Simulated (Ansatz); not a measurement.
The same germylene extrusion along the group F, Cl, Br, I.

Gas-phase electronic energies from Ansatz, PBE0-D4/def2-TZVP geometries. CCSD(T)/CBS is the MP2 limit (def2-TZVPP, def2-QZVPP) plus CCSD(T) − MP2 in def2-TZVPP, frozen cores. This one scheme is used for every species. DFT in def2-TZVPP. B3LYP here is the variant with VWN-RPA as its local correlation; programs differ in this. Elements past krypton have def2 core potentials. For Br, Ge, I outer-core shells are correlated without core-valence functions, which leaves a few kJ/mol of doubt a bond. Scalar relativity is left out up to krypton.

```
                              reaction  CCSD(T)/CBS(def2) (kJ/mol)
 `[CH3][GeH2][F]` → H–F + `[CH3][GeH]`                         224
`[CH3][GeH2][Cl]` → HCl + `[CH3][GeH]`                           ?
`[CH3][GeH2][Br]` → HBr + `[CH3][GeH]`                         253
  `[CH3][GeH2][I]` → HI + `[CH3][GeH]`                         257
```

Problem. Fill in the missing values. (Estimate.)

Solution. Ansatz gave: `[CH3][GeH2][Cl]` → HCl + `[CH3][GeH]`: +242.9 kJ/mol.

Largest T1 diagnostic: 0.011, for `[CH3][GeH]`.
